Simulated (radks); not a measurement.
Species: Ga. Configuration: [Ar] 3d10 4s2 4p1.

Method: non-relativistic Kohn-Sham, LDA (Slater exchange, Perdew-Wang correlation), spin-unpolarised, spherical densities, point nucleus; hard spherical wall at 2 bohr; computed with a radial shooting solver on a logarithmic mesh with Libxc functionals.

Energy parts (Ry):
| part | energy |
|---|---|
| total | -3828.18122 |
| kinetic | 3889.29445 |
| electron-nucleus | -9326.58817 |
| Hartree | 1757.33971 |
| exchange-correlation | -148.22721 |

Orbitals (lengths in bohr, moments of r in powers of bohr; <r^-3> diverges for s and p1/2):
orbital,occ.,eigenvalue (Ry),<r^4>,<r>,<r^-3>
1s,2,-736.6562,0.00002740,0.04950,-
2s,2,-86.96535,0.005840,0.2221,-
2p,6,-76.71528,0.004144,0.1926,841.3
3s,2,-7.60888,0.4391,0.6742,-
3p,6,-4.31289,0.5348,0.6956,105.8
3d,10,1.43131,0.8316,0.7524,11.73
4s,2,4.66813,3.447,1.222,-
4p,1,6.07895,3.487,1.209,52.75
4d,0,8.62363,3.302,1.135,9.486
5s,0,19.06525,3.744,1.162,-
5p,0,20.25763,3.626,1.138,86.25

The highest occupied level is 4p at 82.708 eV. The pressure on the wall is 9530 GPa. Summed over all electrons, <r^2> = 16.63 bohr^2, which gives a Langevin (diamagnetic) susceptibility term of -13.2 x 10^-6 cm^3/mol.
